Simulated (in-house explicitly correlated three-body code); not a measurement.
Computed with an exponentially correlated three-body code. Model: two electrons around a point charge, non-relativistic, variational in 260 exponentially correlated functions (energies converged to about 1e-7 hartree, or 1e-8 relative for large Z).

Command:
```bash
python run_hyl.py task.json out
```
Settings (lengths in bohr, energies in hartree):
```
Z                      1
screening              0.075
interaction_strength   1
functions              260
states_tried           1
```

Time taken, with all properties: 5.1 s on 1 thread of Intel(R) Xeon(R) 6975P-C (Granite Rapids), on a shared host.

**Ground state only, binding against the one-electron ion.**

Given: nuclear charge 1; Yukawa screening of all interactions 0.075 1/bohr.

Computed: one-electron threshold -0.429026902 hartree.

```json
{"term": "1 1S", "energy (hartree)": "-0.455659986", "binding (eV)": "0.72472"}
```

**Converged states only, values per electron or pair (inverse distances are <exp(-kr)/r>).**

```tsv
term	mean r (bohr)	mean r squared (bohr²)	mean inverse r (1/bohr)	mean r12 (bohr)	mean inverse r12 (1/bohr)	mean cosine	mean p1 dot p2 (bohr⁻²)	delta r1 (bohr⁻³)	delta r12 (bohr⁻³)
1 1S	2.7302	12.144	0.61288	4.4442	0.24531	-0.10246	0.031662	0.16375	0.0027036
```
